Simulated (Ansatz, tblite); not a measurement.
Cost and result up the ladder for Ga8P8H22, a nanocrystal cut from wurtzite GaP (hydrogen-capped) (38 atoms). Charge 0, multiplicity 1. Geometry: PBE-D4/def2-SVP.

```xyz
38

Ga   -4.520    0.581   -0.156
P    -3.376    2.119    1.381
P    -2.576   -0.763   -0.652
Ga   -0.920    0.444   -1.867
Ga   -1.033    1.959    1.915
P     0.029    1.923   -0.221
P     0.879   -1.017   -2.416
Ga    2.562    0.059   -3.772
Ga    2.371    1.708    0.177
P     3.318    1.626   -2.036
Ga   -1.843   -1.906    1.293
P    -0.732   -0.282    2.639
P    -0.002   -3.229    0.462
Ga    1.890   -2.181   -0.613
Ga    1.565   -0.844    3.188
P     2.520   -0.522    0.978
H    -4.913    1.443   -1.417
H    -5.524   -0.249    0.734
H    -3.613    3.472    0.982
H    -4.068    2.160    2.633
H    -3.026   -1.788   -1.546
H    -1.493    1.236   -3.103
H    -0.532    3.086    2.892
H    -0.140    3.246   -0.742
H     0.300   -2.032   -3.244
H     1.873    0.943   -4.882
H     3.766   -0.933   -4.009
H     2.999    2.826    1.089
H     3.290    2.964   -2.542
H     4.733    1.512   -1.861
H    -2.920   -2.790    2.027
H    -1.438   -0.343    3.883
H    -0.539   -4.189   -0.451
H     0.445   -4.139    1.469
H     3.003   -3.226   -0.997
H     2.141    0.261    4.156
H     1.601   -2.400    3.483
H     3.926   -0.738    1.145
```

Ansatz on 2 threads of AMD EPYC 7R13 on a shared host and a share (18 GiB) of an NVIDIA H100 80GB HBM3; xTB runs through tblite on one thread. Times are rough, summed over both states, and most runs start from the orbitals of an earlier one. PBE0-D4/def2-SVP serves as the yardstick here, not as an exact answer. The other state is a triplet.

The xTB rows come from tblite. Single mean-field runs in def2-SVP are fitted with def2-universal-jkfit.

xTB has no spin-polarisation term.

```
                         level  functions  vertical triplet (eV)  difference from PBE0-D4/def2-SVP (eV)
PBE0-D4/def2-SVP (with forces)        510                   4.92                                   0.00
               PBE-D4/def2-SVP        510                   4.19                                  -0.73
                      GFN1-xTB        188                   4.51                                  -0.41
                      GFN2-xTB        166                   4.02                                  -0.90
```

(1) Estimate how long each takes.

Answers

(1) GFN2-xTB 0.44 s; GFN1-xTB 0.53 s; PBE-D4/def2-SVP 22 s; PBE0-D4/def2-SVP (with forces) 38 s. On shared hardware such times vary by a factor of up to 3.
